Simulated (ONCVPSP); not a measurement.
## How hard is this magnesium (Mg) ONCV potential?

ONCVPSP 4.0.1 input, shortened (lines: element, Z, core and valence counts, functional; n l f; lmax; l rc ep ncon nbas qcut; lloc lpopt rc5 dvloc0; l nproj debl; icmod fcfact rcfact), PBE, scalar-relativistic:

```
  Mg 12.00    1    3        4      upf
    1    0    2.00
    2    0    2.00
    2    1    6.00
    3    0    1.50
    2
    0    1.15    0.00    4    8   11.00
    1    1.15    0.00    4    7   14.80
    2    1.00    0.43    3    6   10.60
    4    5    0.85    0.00
    0    2    2.90
    1    2    2.10
    2    2    3.00
    3    2.00    1.50
```

Question: For each optimised wave give the share of its norm inside rc, the residual kinetic energy above qcut (Ha) and the cutoffs (Ha) for errors of 10, 1, 0.1 and 0.01 mHa per electron.

Answer:

```json
{"wave": "2s", "norm inside rc": "0.917", "residual KE": "1.3e-07", "10 mHa": "15.1", "1 mHa": "20.1", "0.1 mHa": "36.2", "0.01 mHa": "47.0"}
{"wave": "3s", "norm inside rc": "0.030", "residual KE": "8.9e-08", "10 mHa": "9.8", "1 mHa": "14.9", "0.1 mHa": "28.2", "0.01 mHa": "45.1"}
{"wave": "2p", "norm inside rc": "0.893", "residual KE": "1.4e-08", "10 mHa": "56.5", "1 mHa": "69.7", "0.1 mHa": "80.8", "0.01 mHa": "90.0"}
{"wave": "p projector 2", "norm inside rc": "0.061", "residual KE": "1.3e-08", "10 mHa": "46.7", "1 mHa": "63.1", "0.1 mHa": "76.4", "0.01 mHa": "87.5"}
{"wave": "d projector 1", "norm inside rc": "0.015", "residual KE": "1.8e-06", "10 mHa": "8.3", "1 mHa": "21.8", "0.1 mHa": "35.6", "0.01 mHa": "47.7"}
{"wave": "d projector 2", "norm inside rc": "0.117", "residual KE": "5.6e-05", "10 mHa": "28.0", "1 mHa": "42.1", "0.1 mHa": "53.7", "0.01 mHa": "85.0"}
```

The occupied waves need 70 Ha and 81 Ha for 1 and 0.1 mHa.
